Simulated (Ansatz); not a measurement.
The cluster Si3Te6, relaxed as a singlet with RKS PBE-D4/def2-SVP in Ansatz, starting from the GFN1-xTB geometry. Force threshold 0.03 eV/Å.

In the def2 sets Te takes a core potential; there is no spin–orbit coupling. Another isomer (singlet) lies 0.15 eV lower at PBE0-D4/def2-TZVP; other spin states weren't run for this one.

Start:

```tsv
atom	x (Å)	y (Å)	z (Å)
Si1	-0.521	-0.182	-1.843
Si2	-0.374	0.400	1.842
Si3	1.379	-0.343	-0.001
Te4	1.994	-0.883	-2.294
Te5	0.003	1.892	-0.299
Te6	2.183	-0.141	2.287
Te7	-0.868	-1.687	0.300
Te8	-2.044	-0.089	-3.601
Te9	-1.753	1.033	3.608
```

(1) Estimate the energy that the relaxation releases and the steps that it takes.

(2) Does the start keep its bonding and symmetry?

(3) Predict the relaxed structure.

## Answers

(1) 5.8 kcal/mol, in 5 steps; 22 s on 4 threads of Arm Neoverse V2 on a shared host. No frequencies were taken in this run, so the end may be a saddle point.

(2) By distances, no bond broke or formed. The bond that changes most is Si1–Si3, from 2.65 to 2.86 Å (atoms count from 1). Point group C2v at the start, C2v at the end, both within 0.05 Å.

(3) 
```xyz
9

Si   -0.588   -0.185   -1.964
Si   -0.429    0.435    1.966
Si    1.491   -0.367   -0.002
Te    1.949   -0.882   -2.407
Te    0.137    1.853   -0.298
Te    2.143   -0.124    2.400
Te   -0.737   -1.707    0.299
Te   -2.133   -0.096   -3.709
Te   -1.833    1.073    3.715
```
Bond lengths: 12 × Si–Te 2.33 to 2.73 Å.
